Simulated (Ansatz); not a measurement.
Reaction (ligand exchange at the Si–C bond): `[SiH3]/C=C1\C[Se]1` + `OBS` → `OBS[SiH3]` + `C=C1C[Se]1`

Isolated molecules relaxed with PBE0-D4/def2-TZVP in Ansatz; ΔE leaves out vibrations. CBS: MP2 limit from def2 TZ/QZ plus the TZ coupled-cluster correction, frozen cores. DFT in def2-TZVPP. B3LYP here is the variant with VWN-RPA as its local correlation; programs differ in this. For Se outer-core shells are correlated without core-valence functions, which leaves a few kJ/mol of doubt a bond. Scalar relativity is left out up to krypton. Each species was taken in one conformer, which may not be the lowest.

```tsv
level	ΔE (eV)
PBE-D4	-0.43
B3LYP-D4	-0.40
ωB97X-V	-0.41
B2PLYP	-0.40
B3LYP	-0.41
SCS-MP2/def2-TZVPP	-0.38
HF/def2-QZVPP	-0.40
SCS-MP2/def2-QZVPP	-0.40
```

(1) What does CCSD(T)/CBS give? (Best estimate.)

Largest T1 diagnostic among the species: 0.014.

## Answers

(1) The calculation gave: -0.42 eV. The listed levels differ from it by -0.01, 0.02, 0.01, 0.02, 0.01, 0.04, 0.02, 0.02 eV.
